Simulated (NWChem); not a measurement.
System: C₂H₂BrF; SMILES C=C(F)Br

Output (shortened):

```
             Northwest Computational Chemistry Package (NWChem) 7.3.0
             --------------------------------------------------------

                             Geometry "geometry" -> ""
                             -------------------------

 Output coordinates in angstroms (scale by  1.889725989 to convert to a.u.)

  No.       Tag          Charge          X              Y              Z
 ---- ---------------- ---------- -------------- -------------- --------------
    1 C                    6.0000    -1.21342900     1.63666800     0.00000000
    2 C                    6.0000    -0.08206600     0.94640700     0.00000000
    3 F                    9.0000     1.12194400     1.51700900     0.00000000
    4 Br                  35.0000     0.03568800    -0.95373900     0.00000000
    5 H                    1.0000    -2.17387200     1.14041300     0.00000000
    6 H                    1.0000    -1.17395200     2.72084600     0.00000000

 Effective nuclear repulsion energy (a.u.)     230.1410854750

  pbe96 is a nonlocal functional; adding pw91lda local functional.
                              NWChem Property Module
                              ----------------------

                                 NWChem DFT Module
                                 -----------------

 Summary of "ao basis" -> "ao basis" (spherical)
 ------------------------------------------------------------------------------
       Tag                 Description            Shells   Functions and Types
 ---------------- ------------------------------  ------  ---------------------
 C                         def2-svpd                 8       20   4s2p2d
 F                         def2-svpd                 9       23   4s3p2d
 Br                        def2-svpd                15       41   6s5p4d
 H                         def2-svpd                 4        8   2s2p

            General Information
            -------------------
          SCF calculation type: DFT
          Wavefunction type:  closed shell.
          No. of atoms     :     6
          No. of electrons :    58
           Alpha electrons :    29
            Beta electrons :    29
          Charge           :     0
          Spin multiplicity:     1
          Use of symmetry is: off; symmetry adaption is: off
          Maximum number of iterations: 150
          AO basis - number of functions:   120
                     number of shells:    48
          Convergence on energy requested:  1.00D-06
          Convergence on density requested:  1.00D-05
          Convergence on gradient requested:  5.00D-04

              XC Information
              --------------
          PerdewBurkeErnzerhof Exchange Functional  1.000
            Perdew 1991 LDA Correlation Functional  1.000 local
           PerdewBurkeErnz. Correlation Functional  1.000 non-local

             Grid Information
             ----------------
          Grid used for XC integration:  medium
          Radial quadrature: Mura-Knowles
          Angular quadrature: Lebedev.
          Tag              B.-S. Rad. Rad. Pts. Rad. Cut. Ang. Pts.
          ---              ---------- --------- --------- ---------
          C                   0.70       49          12.0       434
          F                   0.50       49          11.0       434
          Br                  1.15      112          11.0       590
          H                   0.35       45          13.0       434
          Grid pruning is: on
          Number of quadrature shells:   349
          Spatial weights used:  Erf1

      Superposition of Atomic Density Guess
      -------------------------------------

 Sum of atomic energies:       -2747.63419300

      Non-variational initial energy
      ------------------------------

 Total energy =   -2749.136165
 1-e energy   =   -4280.688707
 2-e energy   =    1301.411457
 HOMO         =      -0.282737
 LUMO         =       0.037750

   convergence    iter        energy       DeltaE   RMS-Dens  Diis-err
 ---------------- ----- ----------------- --------- --------- ---------
 d= 0,ls=0.0,diis     1  -2750.2574765115 -2.98D+03  2.42D-02  1.05D+00
 d= 0,ls=0.0,diis     2  -2749.9258012413  3.32D-01  1.70D-02  4.03D+00
 d= 0,ls=0.0,diis     3  -2750.3578690843 -4.32D-01  3.83D-03  8.95D-02
 d= 0,ls=0.0,diis     4  -2750.3589308861 -1.06D-03  1.98D-03  9.23D-02
 d= 0,ls=0.0,diis     5  -2750.3703188547 -1.14D-02  3.36D-04  2.27D-03
  Resetting Diis
 d= 0,ls=0.0,diis     6  -2750.3705132764 -1.94D-04  5.73D-05  3.11D-05
 d= 0,ls=0.0,diis     7  -2750.3705162368 -2.96D-06  6.43D-05  7.09D-06
 d= 0,ls=0.0,diis     8  -2750.3705135253  2.71D-06  4.07D-05  2.68D-05
 d= 0,ls=0.0,diis     9  -2750.3705172633 -3.74D-06  2.97D-06  7.75D-08
 d= 0,ls=0.0,diis    10  -2750.3705172650 -1.64D-09  1.40D-06  3.82D-08

         Total DFT energy =    -2750.370517264952
      One electron energy =    -4281.539936255037
           Coulomb energy =     1413.713882700520
    Exchange-Corr. energy =     -112.685549185396
 Nuclear repulsion energy =      230.141085474960

 Numeric. integr. density =       57.999997951391

                       DFT Final Molecular Orbital Analysis
                       ------------------------------------

 Vector   27  Occ=2.000000D+00  E=-3.027654D-01
              MO Center=  2.8D-02, -2.8D-02, -5.7D-08, r^2= 2.7D+00
   Bfn.  Coefficient  Atom+Function         Bfn.  Coefficient  Atom+Function
  ----- ------------  ---------------      ----- ------------  ---------------
    78      0.423571  4 Br pz                81      0.418033  4 Br pz
    47      0.288039  3 F  pz                75     -0.277428  4 Br pz
    27      0.236231  2 C  pz                50     -0.193387  3 F  pz
     7      0.181326  1 C  pz                30      0.162031  2 C  pz
    72      0.090205  4 Br pz                10      0.066988  1 C  pz

 Vector   28  Occ=2.000000D+00  E=-2.760415D-01
              MO Center=  2.5D-02, -8.1D-01, -4.7D-08, r^2= 1.9D+00
   Bfn.  Coefficient  Atom+Function         Bfn.  Coefficient  Atom+Function
  ----- ------------  ---------------      ----- ------------  ---------------
    79      0.573587  4 Br px                76      0.542730  4 Br px
     3      0.463492  1 C  s                 73     -0.354893  4 Br px
    23     -0.301390  2 C  s                 28      0.224337  2 C  px
     8      0.135976  1 C  px                46     -0.127039  3 F  py
    70      0.115316  4 Br px               114     -0.096604  6 H  s

 Vector   29  Occ=2.000000D+00  E=-2.386828D-01
              MO Center= -4.4D-01,  5.8D-01, -3.3D-08, r^2= 3.1D+00
   Bfn.  Coefficient  Atom+Function         Bfn.  Coefficient  Atom+Function
  ----- ------------  ---------------      ----- ------------  ---------------
     7      0.397205  1 C  pz                81     -0.367947  4 Br pz
    78     -0.341646  4 Br pz                27      0.293220  2 C  pz
    75      0.221148  4 Br pz                10      0.212670  1 C  pz
    47      0.187123  3 F  pz                30      0.163638  2 C  pz
    50     -0.127283  3 F  pz                72     -0.071766  4 Br pz

 Vector   30  Occ=0.000000D+00  E=-5.466680D-02
              MO Center= -2.1D-02, -5.6D-01,  5.3D-08, r^2= 3.8D+00
   Bfn.  Coefficient  Atom+Function         Bfn.  Coefficient  Atom+Function
  ----- ------------  ---------------      ----- ------------  ---------------
    80     -0.600579  4 Br py                23      0.575979  2 C  s
   106     -0.509833  5 H  s                 24      0.459136  2 C  s
    26     -0.428308  2 C  py                29     -0.427524  2 C  py
    68     -0.397760  4 Br s                 22      0.344561  2 C  s
    83     -0.345563  4 Br py                77     -0.329621  4 Br py

 Vector   31  Occ=0.000000D+00  E=-5.005065D-02
              MO Center= -6.3D-01,  1.1D+00, -2.3D-08, r^2= 2.8D+00
   Bfn.  Coefficient  Atom+Function         Bfn.  Coefficient  Atom+Function
  ----- ------------  ---------------      ----- ------------  ---------------
    27      0.518547  2 C  pz                30      0.416691  2 C  pz
     7     -0.406145  1 C  pz                10     -0.324410  1 C  pz
    47      0.181894  3 F  pz                81     -0.181832  4 Br pz
    50     -0.135685  3 F  pz               120     -0.126494  6 H  pz
    84     -0.125321  4 Br pz                37     -0.106011  2 C  d -1

 Vector   32  Occ=0.000000D+00  E= 3.587343D-03
              MO Center= -7.1D-01,  6.2D-01,  4.6D-07, r^2= 8.5D+00
   Bfn.  Coefficient  Atom+Function         Bfn.  Coefficient  Atom+Function
  ----- ------------  ---------------      ----- ------------  ---------------
   106     -2.134238  5 H  s                  4      2.110388  1 C  s
    44     -0.965760  3 F  s                 69      0.916849  4 Br s
     3      0.746808  1 C  s                114     -0.621755  6 H  s
    24      0.606918  2 C  s                110     -0.573026  5 H  px
    51      0.500375  3 F  px                68     -0.450521  4 Br s

     Multipole analysis of the density
     ---------------------------------

     L   x y z        total         alpha         beta         nuclear
     -   - - -        -----         -----         ----         -------
     0   0 0 0     -0.000000    -29.000000    -29.000000     58.000000

     1   1 0 0     -0.466178     -0.446422     -0.446422      0.426666
     1   0 1 0      0.193423      0.444492      0.444492     -0.695561
     1   0 0 1      0.000000      0.000000      0.000000      0.000000

     2   2 0 0    -25.850809    -59.978022    -59.978022     94.105235
     2   1 1 0     -1.632545      6.198098      6.198098    -14.028740
     2   1 0 1      0.000000      0.000000      0.000000      0.000000
     2   0 2 0    -24.126162   -159.723438   -159.723438    295.320714
     2   0 1 1     -0.000001     -0.000000     -0.000000      0.000000
     2   0 0 2    -27.349629    -13.674814    -13.674814      0.000000

 *** CALLING NEW AORESP DRIVER FOR CLOSED AND OPEN SHELLS ***
 Entering AOResponse driver routine

--------------------------------------------------------------------------------

          -----------------------------------------------
          Solving response equations for perturbing field
          -----------------------------------------------

 number of frequencies:     1
 frequency in a.u.:  0.0000000E+00
 Perturbing field: electric
 Using El. Dipole Length Gauge

 Setting up CPKS with frequency omega =      0.00000000 a.u.

 STATIC response

                                NWChem CPHF Module
                                ------------------

  scftype          =     RHF
  nclosed          =       29
  nopen            =        0
  variables        =     2639
  # of vectors     =        3
  tolerance        = 0.10D-03
  level shift      = 0.00D+00
  max iterations   =       50
  max subspace     =       30

 SCF residual:    2.7111202550433455E-005

Iterative solution of linear equations
  No. of variables     2639
  No. of equations        3
  Maximum subspace       30
        Iterations       50
       Convergence  1.0D-04

   iter   nsub   residual    time
   ----  ------  --------  ---------
     1      3    9.02D+00      39.2
     2      6    3.79D+00      44.5
     3      9    4.39D-01      49.9
     4     12    2.81D-01      56.4
     5     15    5.72D-02      62.7
     6     18    9.13D-03      69.4
     7     21    1.95D-03      77.4
     8     24    3.27D-04      83.4
     9     27    4.66D-05      89.3

 Electric Dipole Response Matrix (nonzero elements):

              1        2        3
    1   50.3338  -7.8816   0.0000
    2   -7.8816  63.0744   0.0000
    3    0.0000   0.0000  36.3155

 ------------------------------------------
 average:        49.90788 + I       0.00000

 DFT Linear Response polarizability / au
 Frequency  =       0.0000000 / au
              X              Y              Z
 -----------------------------------------------
 X      50.3338067     -7.8816274      0.0000000
 Y      -7.8816147     63.0743598      0.0000006
 Z       0.0000000      0.0000006     36.3154629
 -----------------------------------------------
 Eigenvalues =      46.5699591     66.8382075     36.3154629
 Isotropic   =      49.9078765
 Anisotropic =      26.9034804
 -----------------------------------------------

 Magnetic Dipole Response Matrix (nonzero elements):

 Exiting AOResponse driver routine
```

Level: PBE/def2-SVPD. Geometry: optimised at B3LYP/6-31G* (spherical d).

**Question.** Which NWChem input produces such a log?

**Answer.** One answer among several that fit: the input that was run:
```
start job
memory heap 200 mb stack 900 mb global 1100 mb
geometry units angstroms noautosym nocenter noautoz
  C     -1.213429     1.636668     0.000000
  C     -0.082066     0.946407     0.000000
  F      1.121944     1.517009     0.000000
  Br     0.035688    -0.953739     0.000000
  H     -2.173872     1.140413     0.000000
  H     -1.173952     2.720846     0.000000
end
basis spherical
  * library def2-svpd
end
dft
  xc xpbe96 cpbe96
  iterations 150
end
property
  response 1 0.0
end
task dft property
```
